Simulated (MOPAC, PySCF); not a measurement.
Ligands exchanged one at a time, Al Br-NH2. Isolated molecules, 0 K electronic values unless said otherwise. Strings in code marks are SMILES.

Quantity: redistribution energy (mixed species minus the weighted end members), in kcal/mol. Semi-empirical values (MOPAC) are differences of heats of formation.

Level 1: B3LYP-D3(BJ)/def2-TZVP (PySCF)
Level 2: PBE-D3(BJ)/def2-TZVP // B3LYP-D3(BJ)/def2-TZVP (PySCF)
Level 3: B3LYP/6-31G* // B3LYP-D3(BJ)/def2-TZVP (PySCF)
Level 4: PM3 // B3LYP-D3(BJ)/def2-TZVP (MOPAC)

| species | level 2 | level 3 | level 4 |
|---|---|---|---|
| 2 of 3 Br replaced by NH2: `[NH2][Al]([NH2])[Br]` | -3.69 | -4.86 | -15.6 |
| 1 of 3 Br replaced by NH2: `[NH2][Al]([Br])[Br]` | -3.65 | -4.83 | -18.4 |

What does level 1 give for each?


- 2 of 3 Br replaced by NH2: `[NH2][Al]([NH2])[Br]`: -3.78
- 1 of 3 Br replaced by NH2: `[NH2][Al]([Br])[Br]`: -3.69
